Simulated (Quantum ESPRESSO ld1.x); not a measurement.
Question: All-electron atom: Ge+ in [Ar] 3d10 4s2 4p1. Calculated with ld1.x of Quantum ESPRESSO 7.5: scalar-relativistic Kohn-Sham, LDA (Slater exchange, Perdew-Zunger correlation), spin-polarised, spherical densities, point nucleus; open shells are filled with parallel spins first. Some entries of the table are withheld. Estimate them.

orbital,occ.,eigenvalue (hartree),<1/r> (bohr^-1),<r> (bohr)
1s up,1,-402.417,32.33,0.04707
1s down,1,-402.415,32.33,0.04707
2s up,1,-50.6592,7.094,0.2104
2s down,1,-50.6585,7.094,0.2104
2p up,3,-44.3613,6.963,0.1839
2p down,3,-44.3602,6.963,0.1839
3s up,1,-6.49724,2.281,0.6255
3s down,1,-6.49553,2.282,0.6254
3p up,3,-4.57345,2.130,0.6479
3p down,3,-4.57138,2.130,0.6477
3d up,5,-1.41939,1.781,0.7367
3d down,5,-1.41553,1.785,0.7341
4s up,1,-0.75206,0.6476,2.023
4s down,1,-0.72480,0.6502,2.020
4p up,1,-0.43346,0.5122,2.523
4p down,0,-0.40583,0.5097,2.546
5s up,0,-0.16882,0.2428,5.393
5s down,0,-0.16028,0.2341,5.559
4d up,0,-0.11545,0.2575,4.939
5p up,0,(1),0.1858,7.100
4d down,0,-0.10271,0.2366,5.366
5p down,0,(2),0.1791,7.347
4f up,0,(3),0.07463,15.67
4f down,0,(4),0.07268,15.98

Answer: 
(1) 5p up eigenvalue (hartree): -0.10391
(2) 5p down eigenvalue (hartree): -0.09956
(3) 4f up eigenvalue (hartree): -0.03332
(4) 4f down eigenvalue (hartree): -0.03305
